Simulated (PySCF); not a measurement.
Stepwise substitution at one centre (Ga F-NH2). Isolated molecules, 0 K electronic values unless said otherwise. One relaxed conformer stands for each flexible species; it need not be the lowest. Strings in code marks are SMILES.

The S1 excitation (TDA) from two functionals at the same geometries (PBE0-D4/def2-TZVP), both in PySCF: PBE-D3(BJ)/def2-TZVP and PBE0-D4/def2-TZVP. Excitations are Tamm–Dancoff values on a coarser integration grid. The basis has no diffuse functions, so Rydberg states are missing or too high.

```json
[
 {"species": "0 of 3 F replaced by NH2 (`[F][Ga]([F])[F]`)", "PBE-D3(BJ)/def2-TZVP (eV)": "6.43", "PBE0-D4/def2-TZVP (eV)": "7.55"},
 {"species": "1 of 3 F replaced by NH2 (`[NH2][Ga]([F])[F]`)", "PBE-D3(BJ)/def2-TZVP (eV)": "4.99", "PBE0-D4/def2-TZVP (eV)": "5.69"},
 {"species": "2 of 3 F replaced by NH2 (`[NH2][Ga]([NH2])[F]`)", "PBE-D3(BJ)/def2-TZVP (eV)": "4.87", "PBE0-D4/def2-TZVP (eV)": "5.58"},
 {"species": "3 of 3 F replaced by NH2 (`[NH2][Ga]([NH2])[NH2]`)", "PBE-D3(BJ)/def2-TZVP (eV)": "4.77", "PBE0-D4/def2-TZVP (eV)": "5.59"}
]
```

Over these rows, drawn at random from the members with no instability flagged (it was tested for open shells, ions and some series alone), PBE minus PBE0-D4: mean -0.84 eV, from -1.12 eV to -0.70 eV.
